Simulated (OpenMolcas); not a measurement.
Ru5+ among 6 point charges of -1.7 e arranged as a trigonal antiprism (D3d), with a polar angle of 46.5° against the regular 54.74°.

| Property | Result |
| --- | --- |
| Program | OpenMolcas |
| Method | SS-CASPT2, IPEA 0.25 Eh, imaginary shift 0.1 Eh (closed shells correlated: 4s 4p) |
| Basis | ANO-RCC-VDZP [6s5p3d1f] |
| Scalar Hamiltonian | DKH2, point nucleus |
| Active space | 3 electrons in 5 orbitals (4d) |
| State averaging | 2S+1 = 4 even, 10 roots; 2S+1 = 2 even, 40 roots |
| Spin-orbit coupling | RASSI with atomic mean-field integrals over the reference wave functions |

All point charges move together. At R = 2.03 Å the first state of the same spin is 3960 cm-1, and at R = 2.13 Å it is 3060 cm-1.

Q: A third run gives 1710 cm-1. What distance was it run at?

A: With a power law R^-n the two known points give n = -ln(3060 / 3960) / ln(2.13 / 2.03) = 5.36. Then R = 2.03 × (3960 / 1710)^(1/5.36) = 2.374 Å. The run was at 2.36 Å, so the estimate is off by +0.014 Å.

Roots that are degenerate in the reference are averaged as groups; the widest CASPT2 spread within a group is 63 cm-1 (the 2-fold group of multiplicity 2 near 26600 cm-1 above the lowest state of its run, R = 2.13). Shifts and gaps below about the spread of the groups concerned are not significant. Free-ion shares, where given, are those of the reference states; single-state CASPT2 does not remix them. Spin-orbit coupling mixes the spin-free states strongly: the lowest level takes only 59 % from its leading state, 4A2 (holds for R = 2.36). This is an electrostatic model: the charges have no orbitals. No measured value stands beside these numbers.
